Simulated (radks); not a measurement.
Excited configurations of the platinum ion Pt3+: one electron is placed in a higher orbital outside [Xe] 4f14 5d6. The ground configuration is [Xe] 4f14 5d7. All-electron calculation, Dirac Kohn-Sham, PBE, spin-unpolarised, spherical densities, finite nucleus; open shells fill j = l - 1/2 first; Fermi nuclear charge, rms radius 5.427 fm. Program: a radial shooting solver on a logarithmic mesh with Libxc functionals. Excitation = E - E(ground); binding = E(ion) - E, where the ion is the core of charge +4; n* = 4/sqrt(2 binding) in atomic units, and the quantum defect is n - n*.

6p1/2: excitation (eV) 14.332; binding (eV) 30.418; n* 2.675; eigenvalue (eV) -26.316
6d3/2: excitation (eV) 26.301; binding (eV) 18.449; n* 3.435; eigenvalue (eV) -15.855
6f5/2: excitation (eV) 34.709; binding (eV) 10.042; n* 4.656; eigenvalue (eV) -8.660
7s1/2: excitation (eV) 26.166; binding (eV) 18.584; n* 3.423; eigenvalue (eV) -16.543
7p1/2: excitation (eV) 28.927; binding (eV) 15.823; n* 3.709; eigenvalue (eV) -14.042
7d3/2: excitation (eV) 33.573; binding (eV) 11.177; n* 4.413; eigenvalue (eV) -9.847
7f5/2: excitation (eV) 37.794; binding (eV) 6.956; n* 5.594; eigenvalue (eV) -6.136

The Delta-SCF ionisation energy is 44.750 eV (NIST Atomic Spectra Database: 43 eV, theoretical). Self-interaction in the functional shifts the binding energies and quantum defects, so they are the method's values and not measured ones. Spin polarisation and multiplet splitting are left out, so open shells lie too high by an amount that depends on their filling.

Beside tabulated values, note that spin-unpolarised runs miss the spin-polarisation part of the exchange energy of open shells.
